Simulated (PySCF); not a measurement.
Can point charges reproduce the dipole moment of `C#Cc1cnncc1C=C`?

Coordinates (GFN2-xTB, Å) and charges (e) from the PBE0/pcSseg-1 density (PySCF):

```tsv
atom	x	y	z	Mulliken	IAO	Hirshfeld	ESP-fitted
C1	0.179	3.041	-0.738	-0.3575	-0.2053	-0.0797	-0.2307
C2	0.476	1.909	-0.469	+0.4350	-0.0329	-0.0345	-0.2588
C3	0.863	0.590	-0.146	-0.2739	-0.0269	+0.0119	+0.1926
C4	2.222	0.237	-0.124	+0.2183	-0.0166	+0.0211	+0.2820
N5	2.646	-0.969	0.176	-0.2234	-0.1530	-0.1083	-0.3378
N6	1.795	-1.908	0.483	-0.2219	-0.1479	-0.1057	-0.3460
C7	0.503	-1.666	0.477	+0.2077	-0.0287	+0.0159	+0.3707
C8	-0.062	-0.421	0.156	-0.1994	+0.0080	+0.0156	-0.0455
C9	-1.492	-0.158	0.139	-0.1383	-0.1458	-0.0432	-0.1491
C10	-2.445	-1.081	0.174	-0.0858	-0.2801	-0.0722	-0.4388
H11	-0.088	4.028	-0.974	+0.0533	+0.2108	+0.1014	+0.2716
H12	2.987	0.965	-0.358	+0.1028	+0.1749	+0.0626	+0.0586
H13	-0.117	-2.506	0.755	+0.0964	+0.1637	+0.0582	+0.0183
H14	-1.755	0.891	0.072	+0.1258	+0.1629	+0.0449	+0.1937
H15	-3.486	-0.808	0.151	+0.1299	+0.1655	+0.0586	+0.2031
H16	-2.233	-2.136	0.215	+0.1311	+0.1516	+0.0537	+0.2160
```

**Question.** Form Σ q r in debye for every column and set it beside the full dipole.

**Answer.** The full density gives (-3.79, 2.56, -0.57) D, 4.61 D in size; dipole vectors point from the negative to the positive end.

```
    scheme     μx     μy     μz  size (D)  share of the full size (%)  angle to the full dipole (°)
  Mulliken  -3.55  -0.36   0.01      3.57                          78                            40
       IAO  -2.94   1.87  -0.39      3.50                          76                             2
 Hirshfeld  -2.08   1.26  -0.30      2.45                          53                             3
ESP-fitted  -3.76   2.52  -0.51      4.55                          99                             1
```

**Question.** Which set comes closest?

**Answer.** Length of the difference vector: ESP-fitted 0.08 D, IAO 1.11 D, Hirshfeld 2.16 D, Mulliken 2.98 D. Closest: ESP-fitted. ESP charges are fitted to the potential around the molecule, whose slowest-falling term is the dipole's. The schemes that divide the density aren't constrained to reproduce the dipole.

**Question.** What is left for the Hirshfeld atoms' own dipoles?

**Answer.** The shares of the density sum to the whole, so what Σ q r misses lies in dipoles about the nuclei. The atomic dipoles sum to (-3.79, 2.56, -0.57) − (-2.08, 1.26, -0.30) = (-1.71, 1.30, -0.27) D, 2.16 D in size.

**Question.** With the origin at the mean of the coordinates, (0.000, 0.001, -0.001) Å, which are the largest single terms, by size, of the Hirshfeld dipole along the direction of the full one?

**Answer.** N5 +1.42, N6 +1.32, H11 +1.18, H15 +0.68, C1 -0.62 D; all 16 atoms together +2.45 D. The single terms depend on the origin, their sum doesn't.

**Question.** Give the size of the full dipole in other units.

**Answer.** 4.61 D = 1.813 au = 0.959 e·Å = 15.37 × 10⁻³⁰ C·m.

Isolated species at its GFN2-xTB geometry (one conformer only).

Conformer computed: `[CH:1]#[C:2][c:3]1[cH:4][n:5][n:6][cH:7][c:8]1[CH:9]=[CH2:10]`: C7–C8–C9–C10 -13°.
